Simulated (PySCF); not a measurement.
Start geometry of `OB1COC[SiH2]1` from a GFN2-xTB structure with every atom displaced at random (by about 0.01 Å) (Å):
```
atom  x, y, z in Å
O1     2.4165    0.6185   -0.1407
B2     1.1087    0.2910   -0.1382
C3     0.5461   -1.2074    0.0362
O4    -0.7757   -1.2785   -0.3192
C5    -1.5590   -0.1756    0.1549
Si6   -0.5172    1.4073   -0.2446
H7     3.0749   -0.0420   -0.0619
H8     1.0835   -1.9599   -0.5681
H9     0.6770   -1.5140    1.1209
H10   -2.5270   -0.2339   -0.3181
H11   -1.7338   -0.2836    1.2560
H12   -0.8057    2.4347    0.7682
H13   -0.9824    1.9265   -1.5558
```

**Question.** What comes out of this run: PBE0-D3(BJ)/def2-SVP geometry optimisation, gas phase (PySCF 2.14.0)?

**Answer.** 
```
atom  x, y, z in Å
O1     2.357    0.821   -0.083
B2     1.088    0.374   -0.109
C3     0.632   -1.150   -0.154
O4    -0.730   -1.250   -0.518
C5    -1.544   -0.323    0.179
Si6   -0.670    1.378   -0.022
H7     3.020    0.119   -0.118
H8     1.208   -1.767   -0.866
H9     0.810   -1.599    0.853
H10   -2.553   -0.386   -0.253
H11   -1.629   -0.592    1.254
H12   -0.892    2.319    1.120
H13   -1.086    2.047   -1.295
```

The energy falls by 3.7 kcal/mol over 10 energy and gradient evaluations, the largest force component goes from 0.0337 to 4.4e-04 Eh/bohr, and the atoms move by 0.053 Å rms after alignment. The bond that changes most is B2–Si6 (three-coordinate boron to SiH2 silicon), which lengthens by 0.051 Å. Bonds longer at the end by more than 0.005 Å: 6 of 13; shorter: 5. Among the angles that change most is B2–O1–H7, from 120.7° to 113.9°. Rotational constants go from 3979, 2682, 1694 to 3982, 2645, 1686 MHz. The orientation of the end geometry is arbitrary; only internal coordinates are fixed.

The run used 123 basis functions and 58 SCF cycles in all. The run took 59 s of wall time on an Arm Neoverse V1 with one thread, shared host with 32 logical CPUs at a one-minute load of 33, and the process peaked at 0.52 GiB of memory.

Stationary, but not proved a minimum. One conformer, not necessarily the lowest.
